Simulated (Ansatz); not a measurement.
Input and output for CH5BS2.

```yaml
crystal:
  periodic: [false, false, false]
  atoms:
    - {symbol: C, position_ang: [-0.558471, 0.625805, 0.692362]}
    - {symbol: B, position_ang: [-0.405497, -0.431449, -0.465170]}
    - {symbol: S, position_ang: [0.606744, -2.015206, -0.162226]}
    - {symbol: S, position_ang: [1.424015, -0.531607, -1.319017]}
    - {symbol: H, position_ang: [0.288432, 0.643648, 1.384664]}
    - {symbol: H, position_ang: [-0.714587, 1.637318, 0.306067]}
    - {symbol: H, position_ang: [-1.448129, 0.376795, 1.281120]}
    - {symbol: H, position_ang: [-1.198936, -0.521850, -1.356244]}
    - {symbol: H, position_ang: [2.095028, 0.170046, -0.378555]}
basis:
  gaussian: {orbitals: x2c-TZVPPall}
hamiltonian: {xc: {name: BLYP}, dispersion: d4}
output: {forces: true}
```

```sh
$ ansatz run in.yaml --threads 2 --pin off --events-out ev --progress --plain --max-ram 4352MiB
```

It prints (some lines left out):

```
Functional definition: BLYP
1229 factors; their error is unknown
mean field evaluation 1: about -23512.4713 eV, gradient 7.4e1 eV
mean field evaluation 2: about -23422.8498 eV, gradient 1.5e2 eV
mean field evaluation 4: about -23525.7325 eV, gradient 1.7e1 eV
mean field evaluation 8: about -23526.4124 eV, gradient 2.8e-1 eV
mean field evaluation 16: about -23526.3786 eV, gradient 1.5e-3 eV
mean field -23526.37859851 eV, -864.5784667431 hartree, gradient 1.0e-5 eV, S^2 0.000000; 0 other end points of the search recorded, 0 dependent functions left out
reference -23526.37895542 eV, -864.5784798593 hartree; 24, 24 occupied and 192, 192 virtual orbitals, 1229 factors
Total energy: -23526.87300865 eV, -864.5966359806 hartree
Relativity: scalar
Atom 0 at    -0.558471     0.625805     0.692362 Å, force    -0.027124    -0.001167    -0.008757 eV/Å
Atom 1 at    -0.405497    -0.431449    -0.465170 Å, force    -0.410377     0.138272    -0.089594 eV/Å
Atom 2 at     0.606744    -2.015206    -0.162226 Å, force    -0.124378    -0.855847     0.444006 eV/Å
Atom 3 at     1.424015    -0.531607    -1.319017 Å, force     0.448582     0.336975    -0.701457 eV/Å
Atom 4 at     0.288432     0.643648     1.384664 Å, force     0.116442     0.020795     0.105562 eV/Å
Atom 5 at    -0.714587     1.637318     0.306067 Å, force    -0.023165     0.162726    -0.033989 eV/Å
Atom 6 at    -1.448129     0.376795     1.281120 Å, force    -0.133469    -0.015991     0.106919 eV/Å
Atom 7 at    -1.198936    -0.521850    -1.356244 Å, force    -0.015969     0.021472     0.012701 eV/Å
Atom 8 at     2.095028     0.170046    -0.378555 Å, force     0.169457     0.192766     0.164609 eV/Å
Dipole moment:     0.293969     0.227583    -0.000171 e Å
```

Hardware: 2 threads of an Intel Xeon 6975P-C on a shared host. Wall time 3.5 s, peak host memory 0.43 GiB.
